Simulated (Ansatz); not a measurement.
`[NH2][Al]([SH])[O][SiH3]` + `OC1[SiH2]S1` → `[SiH3]OC1[SiH2]S1` + `[NH2][Al]([OH])[SH]`  (ligand exchange at the Si–O bond)

Computed with Ansatz on PBE0-D4/def2-TZVP structures; ΔE is electronic, products minus reactants. CCSD(T)/CBS is the MP2 limit (def2-TZVPP, def2-QZVPP) plus CCSD(T) − MP2 in def2-TZVPP, frozen cores. DFT in def2-TZVPP. B3LYP here is the variant with VWN-RPA as its local correlation; programs differ in this. One conformer a species, not always the lowest.

`[NH2][Al]([SH])[O][SiH3]`:

```xyz
11

N    -1.576   -0.299   -2.002
Al   -0.439   -0.668   -0.718
S     0.252   -2.715   -0.430
O     0.116    0.561    0.287
Si    0.934    1.286    1.487
H    -1.958   -0.971   -2.646
H    -1.936    0.621   -2.193
H     1.028   -2.363    0.609
H     1.833    2.332    0.933
H     1.760    0.295    2.232
H    -0.015    1.921    2.440
```

`OC1[SiH2]S1`:

Cartesian coordinates in Å:
```
O -0.150 0.605 1.548
C 0.360 -0.156 0.517
Si -0.201 0.202 -1.208
S -0.747 -1.527 -0.173
H -0.162 0.078 2.354
H 1.357 -0.557 0.696
H -1.206 1.269 -1.397
H 0.749 0.085 -2.337
```

`[SiH3]OC1[SiH2]S1`:

Cartesian coordinates in Å:
```
Si 1.093 -1.324 -0.744
O 1.175 0.147 0.004
C 0.108 1.035 -0.052
Si -1.432 0.791 0.974
S 0.031 2.232 1.358
H 2.347 -2.029 -0.400
H 0.972 -1.165 -2.218
H -0.097 -2.072 -0.255
H 0.049 1.561 -1.004
H -2.760 1.224 0.485
H -1.485 -0.398 1.851
```

`[NH2][Al]([OH])[SH]`:

Z-matrix (Å, degrees):
```
N
Al 1 1.761
H 1 1.006 2 125.7
H 1 1.007 2 124.1 3 -180.0
O 2 1.693 1 123.7 3 -0.0
S 2 2.178 1 119.4 3 -179.9
H 5 0.955 2 125.1 1 0.1
H 6 1.344 2 91.5 1 179.9
```

```tsv
level	ΔE (kJ/mol)	difference from CCSD(T)/CBS
PBE-D4	29.6	-2.4
r2SCAN-D4	33.9	1.9
PBE0-D4	32.8	0.8
B3LYP-D4	32.9	0.9
ωB97X-V	32.7	0.7
ωB97M-V	32.3	0.3
B2PLYP	34.7	2.7
PBE	31.8	-0.2
r2SCAN	34.4	2.4
PBE0	34.7	2.7
B3LYP	36.6	4.6
HF/def2-TZVPP	45.7	13.7
MP2/def2-TZVPP	31.1	-0.9
SCS-MP2/def2-TZVPP	33.7	1.7
CCSD/def2-TZVPP	35.1	3.1
CCSD(T)/def2-TZVPP	33.2	1.2
HF/def2-QZVPP	46.1	14.1
MP2/def2-QZVPP	30.5	-1.5
SCS-MP2/def2-QZVPP	33.3	1.3
HF/CBS(def2)	46.2	14.2
MP2/CBS(def2)	29.9	-2.1
CCSD/CBS(def2)	33.9	1.9
CCSD(T)/CBS	32.0	0
```

Largest T1 diagnostic among the species: 0.014.

In def2-TZVPP, CCSD(T) changes the Hartree–Fock value by −12.5 kJ/mol (the triples alone add −1.9 kJ/mol) and MP2 by −14.6 kJ/mol. The D4 term adds −3.7 kJ/mol with B3LYP and −1.9 kJ/mol with PBE0; it sums over pairs of atoms, weighted by their polarisabilities, and B3LYP, whose exchange is more repulsive, gets the larger term.
